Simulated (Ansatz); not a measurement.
Input (CCSDT(Q)/cc-pVDZ; Ansatz, a quantum-chemistry and plane-wave program):

Ansatz 0.2 input:
```yaml
crystal:
  periodic: [false, false, false]
  atoms:
    - {symbol: Se, position_ang: [1.17262568, 0.40922539, 0.48775405]}
    - {symbol: Se, position_ang: [-0.66558231, -0.15182904, -0.68988109]}
    - {symbol: C, position_ang: [-1.84608856, -0.92752492, 0.68649734]}
    - {symbol: H, position_ang: [-2.76673434, -1.22610297, 0.18695246]}
    - {symbol: H, position_ang: [-2.04565369, -0.17185354, 1.44061804]}
    - {symbol: H, position_ang: [-1.35055516, -1.78836990, 1.12576501]}
basis:
  gaussian:
    orbitals: cc-pVDZ
magnetization: {spin_polarized: true, initial_magnetization: 1}
correlation: {method: ccsdt_q, electrons: outside_noble_gas}
```

Output:

```
Functional definition: HF
integrals: 0.20 GiB planned
1669 factors; integrals over basis functions are off by at most 1.8e-7 eV
mean field: 0.91 GiB planned
mean field evaluation 1: about -131680.9354 eV, gradient 1.4e1 eV
mean field evaluation 2: about -131680.9761 eV, gradient 1.4e1 eV
mean field evaluation 4: about -131682.4869 eV, gradient 2.0e0 eV
mean field evaluation 8: about -131682.6592 eV, gradient 2.3e-1 eV
mean field evaluation 16: about -131680.9349 eV, gradient 1.4e1 eV
mean field evaluation 32: about -131682.0103 eV, gradient 1.5e-6 eV
mean field evaluation 64: about -131677.9954 eV, gradient 9.3e0 eV
mean field evaluation 96: about -131679.2624 eV, gradient 4.1e-3 eV
mean field evaluation 128: about -131682.0079 eV, gradient 2.4e-1 eV
mean field evaluation 160: about -131682.6613 eV, gradient 5.1e-2 eV
mean field evaluation 192: about -131679.0797 eV, gradient 1.2e-3 eV
mean field -131682.66144454 eV, -4839.2485503729 hartree, gradient 1.4e-6 eV, S^2 0.761154; 7 other end points of the search recorded, 0 dependent functions left out
determinant -131682.66144454 eV, -4839.2485503729 hartree, with singles and doubles -131693.47753735 eV, -4839.6460344525 hartree
determinant -131682.01025595 eV, -4839.2246196339 hartree, with singles and doubles -131692.61174392 eV, -4839.6142171309 hartree
determinant -131679.26243218 eV, -4839.1236389729 hartree, with singles and doubles -131690.46402802 eV, -4839.5352900273 hartree
29 core orbitals not correlated
reference -131682.66144454 eV, -4839.2485503729 hartree; 10, 9 occupied and 44, 45 virtual orbitals, 1669 factors
second order -9.69524214 eV of doubles, -0.00000000 eV of singles
coupled cluster: 2.22 GiB planned
cycle   1  -10.40847116 eV  change   -7.1e-1 eV  update   1.0e-1
cycle   2  -10.94466043 eV  change   -5.4e-1 eV  update   4.4e-2
cycle   3  -11.21208318 eV  change   -2.7e-1 eV  update   3.1e-2
cycle   4  -11.18072166 eV  change    3.1e-2 eV  update   1.7e-2
cycle   5  -11.18437301 eV  change   -3.7e-3 eV  update   1.1e-2
cycle   6  -11.19552236 eV  change   -1.1e-2 eV  update   4.5e-3
cycle   7  -11.19388439 eV  change    1.6e-3 eV  update   1.9e-3
cycle   8  -11.19351828 eV  change    3.7e-4 eV  update   7.7e-4
cycle   9  -11.19375128 eV  change   -2.3e-4 eV  update   3.4e-4
cycle  10  -11.19354791 eV  change    2.0e-4 eV  update   1.6e-4
cycle  11  -11.19354298 eV  change    4.9e-6 eV  update   9.3e-5
cycle  12  -11.19362596 eV  change   -8.3e-5 eV  update   4.9e-5
cycle  13  -11.19366099 eV  change   -3.5e-5 eV  update   2.5e-5
cycle  14  -11.19366964 eV  change   -8.6e-6 eV  update   1.2e-5
cycle  15  -11.19367224 eV  change   -2.6e-6 eV  update   5.5e-6
cycle  16  -11.19367274 eV  change   -5.0e-7 eV  update   3.4e-6
cycle  17  -11.19367439 eV  change   -1.6e-6 eV  update   1.3e-6
cycle  18  -11.19367542 eV  change   -1.0e-6 eV  update   6.3e-7
perturbative correction -0.02830774 eV, -0.0010402904 hartree
Total energy: -131693.88342770 eV, -4839.6609506477 hartree
```
